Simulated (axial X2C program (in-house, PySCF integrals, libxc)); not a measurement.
# NaPb⁺: from the spin-free to the two-component result

Calculated with an in-house relativistic program for diatomic molecules. Spin-free means the one-electron spin-free X2C Hamiltonian; two-component (2c) means X2C with spin–orbit coupling and atomic mean-field two-electron Coulomb and Gaunt terms, so the difference of the two also holds small scalar two-electron terms. Basis: Pb dyall-cv3z [12s14p10d7f1g], Na dyall-cv3z [9s8p5d2f] (cores contracted in-house); Gaussian nuclei, density fitting, unrestricted open shells. Masses: Pb 207.977 u, Na 22.990 u.

Spin-free state: M_S = 1, Λ = 1 (beyond evenly filled blocks: σα, π+α); fragments Pb + Na+.

```tsv
level	Re (Å)	ωe (cm⁻¹)	De (eV)	μ (D)
PBE0	3.400	106.3	0.691	10.23
HF	3.480	104.1	0.540	11.12
MP2	3.471	104.3	0.573	n/a
CCSD	3.469	104.7	0.572	n/a
CCSD(T)	3.469	104.7	0.575	n/a
TPSS	3.449	101.4	0.670	10.27
```

Correlated methods: 4 electrons correlated (number of frozen shells: Pb 5 s, 4 p, 3 d, 1 f; Na 2 s, 1 p), 286 virtual spin orbitals or spinors in MP2, 53 natural virtuals in coupled cluster.

Dipoles are positive if Na is the positive end and refer to the centre of mass.

Two-component determinant lowest at the distance of the search:

Ω = 0 (closed shell); fragments Pb + Na+.

```json
{"level": "PBE0", "Re (Å)": "3.322", "ωe (cm⁻¹)": "111.6", "De (eV)": "0.565", "μ (D)": "10.33"}
{"level": "HF", "Re (Å)": "3.413", "ωe (cm⁻¹)": "102.8", "De (eV)": "0.398", "μ (D)": "11.51"}
{"level": "MP2", "Re (Å)": "3.410", "ωe (cm⁻¹)": "103.9", "De (eV)": "0.413", "μ (D)": "n/a"}
{"level": "CCSD", "Re (Å)": "3.405", "ωe (cm⁻¹)": "105.1", "De (eV)": "0.419", "μ (D)": "n/a"}
{"level": "CCSD(T)", "Re (Å)": "3.407", "ωe (cm⁻¹)": "105.0", "De (eV)": "0.422", "μ (D)": "n/a"}
{"level": "TPSS", "Re (Å)": "3.376", "ωe (cm⁻¹)": "106.8", "De (eV)": "0.632", "μ (D)": "10.08"}
```

Q: From the two tables, how do the constants change at the CCSD(T) level (2c against spin-free)?

A: At the CCSD(T) level Re goes down by 0.062 Å and ωe increases by 0.3 cm⁻¹; De changes by -0.153 eV. The two determinants differ in configuration, so these shifts compare two states and are not the spin–orbit effect on one state.

The state is one determinant whose occupation by symmetry is held fixed; it was picked as the lowest of a PBE0 search that is not exhaustive. De is counted from the lowest determinant-based energies of the atoms at the same level, without counterpoise correction. CCSD and (T) use frozen natural virtuals with an MP2 correction for the truncation; (T) itself is uncorrected, so its De runs slightly low. Other states lie close and PBE0, whose exact exchange favours high spin, may order them wrongly; the determinant shown need not be the ground state. The nearest other spin-free determinant of the search, M_S = 0, Λ = 0, lies 0.23 eV up at the distance of the search. The 2c shell is closed although the spin-free state is open, so other pairings can mix in. The functionals have no current-density term, which raises determinants with orbital currents, atoms included. The atomic limit has a lower orbital projection than the molecule and lies lower at mean-field level, so De may be about a tenth of an eV too small. With the outer-core shells frozen, correlated bond lengths of heavy atoms tend to come out a few hundredths of an ångström too long.
